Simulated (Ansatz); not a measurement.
GeF₂⁺, relaxed as a quartet with UKS PBE-D4/def2-TZVP in Ansatz, starting from the PBE-D4/def2-TZVP geometry of the charge +1 doublet. Force threshold 0.02 eV/Å.

At PBE-D4/def2-TZVP a doublet of charge 1 lies 5.91 eV below the quartet, each at its own geometry. The structure comes from a short search, and lower isomers may exist.

Start:

```xyz
3

Ge    0.4970    0.2108   -0.2360
F    -0.4378   -0.9647   -1.0481
F    -0.0591    0.7540    1.2841
```

```csv
step,energy (eV),largest force component (eV/Å),SCF passes
1,-61925.0521,4.017,21
2,-61925.5071,2.218,22
3,-61925.8025,0.524,28
4,-61925.8768,0.784,28
5,-61925.9927,0.610,28
6,-61926.0029,0.288,21
7,-61926.0097,0.021,22
8,-61926.0097,0.000,16
```

Force components are those of the run's own axes.

End:

| atom | x (Å) | y (Å) | z (Å) |
| --- | --- | --- | --- |
| Ge1 | 0.854 | 0.362 | -0.406 |
| F2 | -0.566 | -0.810 | -0.651 |
| F3 | -0.289 | 0.448 | 1.056 |

By distances, no bond broke or formed. The bond that changes most is Ge1–F2, from 1.71 to 1.86 Å (atoms count from 1). A close non-bonded pair moves further: F2–F3, from 2.92 to 2.14 Å.

No frequencies were taken in this run, so the end may be a saddle point.

Run time 5.5 s (4 threads of Arm Neoverse V1 on a shared host).
